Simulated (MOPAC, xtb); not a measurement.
Spectroscopic constants of SnRu, multiplicity 3 (lowest of 2S+1 = 1, 3, 5, 7 at PBE0/def2-TZVPP; our sources give no spin for the ground state, which may be another). No spin–orbit coupling.

Constants: fifth-degree fit in 1/R to seven points, most abundant isotopes. Runs in def2 and cc sets follow the lowest solution found near the PBE0 minimum.

The state that PM7 reach isn't checked; PM7 holds dispersion and hydrogen-bond terms.

Programs: MOPAC for PM7 (differences of heats of formation); xtb for the GFN methods. Each number belongs to the level named beside it. The GFN methods have no spin term and hold the electronic entropy of 300 K.

| level | r_e (Å) | ω_e (cm⁻¹) | ω_e x_e (cm⁻¹) |
|---|---|---|---|
| PM7 | 2.499 | 234 | 0.26 |
| GFN1-xTB | 2.480 | … | 1.3 |
| GFN2-xTB | … | … | 1.9 |

Question: Fill in the missing entries.

Answer: 
- GFN2-xTB, r_e (Å): 2.397
- GFN2-xTB, ω_e (cm⁻¹): 281
- GFN1-xTB, ω_e (cm⁻¹): 281

Doubts at one or more of the structures used: a spin-contaminated determinant (PM7).
